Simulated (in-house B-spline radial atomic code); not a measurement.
A fraction x of an electron is removed from 1s in C4+, starting from 1s2 and keeping the highest spin. Computed with an all-electron radial atomic-structure program (B-spline basis): scalar-relativistic (X2C) PBE0, spin-polarised, spherical fractional occupations, Fermi nucleus of rms radius 2.4702 fm.

Caution: exact exchange at fractional occupations of open shells leaves self-interaction of up to several eV.

```json
{"x": "0", "E(x) - E(0) (eV)": "0.0000", "1s down level (eV)": "-366.585"}
{"x": "0.05", "E(x) - E(0) (eV)": "18.3980", "1s down level (eV)": "-369.331"}
{"x": "0.16", "E(x) - E(0) (eV)": "59.3546", "1s down level (eV)": "-375.322"}
{"x": "0.34", "E(x) - E(0) (eV)": "127.7803", "1s down level (eV)": "-384.908"}
{"x": "0.44", "E(x) - E(0) (eV)": "166.5300", "1s down level (eV)": "-390.059"}
{"x": "0.5", "E(x) - E(0) (eV)": "190.0240", "1s down level (eV)": "-393.063"}
{"x": "0.57", "E(x) - E(0) (eV)": "217.6581", "1s down level (eV)": "-396.460"}
{"x": "0.66", "E(x) - E(0) (eV)": "253.5280", "1s down level (eV)": "-400.600"}
{"x": "0.85", "E(x) - E(0) (eV)": "330.3689", "1s down level (eV)": "-407.726"}
{"x": "0.88", "E(x) - E(0) (eV)": "342.6117", "1s down level (eV)": "-408.423"}
```
